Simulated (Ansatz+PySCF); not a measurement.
**singlet CuH: levels of theory in one basis**

```yaml
atoms:
  - { symbol: Cu, position_ang: [0.0000, 0.0000, -0.0453] }
  - { symbol: H, position_ang: [0.0000, 0.0000, 1.3128] }
```

Basis set: def2-SVP (spherical functions). Correlated methods keep 5 orbitals frozen. Charge 0, multiplicity 1.

Computed with Ansatz (development build ahead of 0.2.0); each method stands on the lowest determinant of its kind that the runs found. NEVPT2 correlates all electrons. Active spaces start from the frontier orbitals, and the lowest solution found is given.

```csv
method,E − E(RHF) (eV),<S²> of the determinant
RHF,0.00,0.00
RHF-MP2,-10.93,–
RHF-CCSD,-9.96,–
RHF-CCSD(T),-10.40,–
"SC-NEVPT2(2,2)",-11.12,–
```

Task: What does CASSCF(2,2) give on the same scale?

Result: -0.47 eV.

Task: Is a single determinant a sound starting point here?

Result: By this sign, yes. Unrestricted orbitals gain 0.00 eV and <S²> is 0.00 against 0.00 for a pure state. The CASSCF(2,2) natural occupations are 1.96, 0.04.
